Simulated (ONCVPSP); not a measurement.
# Plane-wave convergence, ONCV potential for technetium (Tc)

- Element: Tc (Z = 43)
- Generator: ONCVPSP 4.0.1
- Type: optimised norm-conserving Vanderbilt (ONCV)
- Functional: LDA (Perdew-Wang 92)
- Relativity: fully relativistic
- Frozen core: [Ar] 3d10
- Valence charge: 15
- Reference configuration: 4s2 4p6 4d5 5s1 (charge +1)
- Partial waves: 4s+5s: rc 2.05 bohr, ncon 4, nbas 9, qcut 4.8 1/bohr, 2 projectors; 4p: rc 1.50 bohr, ncon 4, nbas 7, qcut 7.8 1/bohr, 2 projectors, debl 2.7 Ha; 4d: rc 2.25 bohr, ncon 4, nbas 9, qcut 6.6 1/bohr, 1 projector
- Local potential: polynomial inside 1.20 bohr (lpopt 2, dvloc0 2 Ha)
- Core correction: Teter function, fcfact 3.75, rcfact 1.6

Open shells are filled in proportion to 2j + 1.

Task: For each optimised wave give the share of its norm inside rc, the residual kinetic energy above qcut (Ha) and the cutoffs (Ha) for errors of 10, 1, 0.1 and 0.01 mHa per electron.

Result:

```json
{"wave": "4s", "norm inside rc": "0.987", "residual KE": "7.9e-06", "10 mHa": "5.2", "1 mHa": "6.8", "0.1 mHa": "8.2", "0.01 mHa": "10.0"}
{"wave": "5s", "norm inside rc": "0.156", "residual KE": "1.0e-04", "10 mHa": "4.2", "1 mHa": "5.8", "0.1 mHa": "11.8", "0.01 mHa": "62.2"}
{"wave": "4p j=3/2", "norm inside rc": "0.797", "residual KE": "3.6e-05", "10 mHa": "9.9", "1 mHa": "22.2", "0.1 mHa": "27.9", "0.01 mHa": "56.9"}
{"wave": "p projector 2 j=3/2", "norm inside rc": "0.048", "residual KE": "3.5e-05", "10 mHa": "8.8", "1 mHa": "19.4", "0.1 mHa": "27.6", "0.01 mHa": "44.4"}
{"wave": "4p j=1/2", "norm inside rc": "0.819", "residual KE": "3.2e-05", "10 mHa": "10.4", "1 mHa": "21.4", "0.1 mHa": "27.6", "0.01 mHa": "56.1"}
{"wave": "p projector 2 j=1/2", "norm inside rc": "0.048", "residual KE": "3.5e-05", "10 mHa": "9.2", "1 mHa": "17.1", "0.1 mHa": "27.5", "0.01 mHa": "45.5"}
{"wave": "4d j=5/2", "norm inside rc": "0.806", "residual KE": "2.4e-06", "10 mHa": "12.9", "1 mHa": "15.9", "0.1 mHa": "18.5", "0.01 mHa": "20.4"}
{"wave": "4d j=3/2", "norm inside rc": "0.813", "residual KE": "2.6e-06", "10 mHa": "12.9", "1 mHa": "16.0", "0.1 mHa": "18.6", "0.01 mHa": "20.5"}
```

The occupied waves need 22 Ha and 28 Ha for 1 and 0.1 mHa.
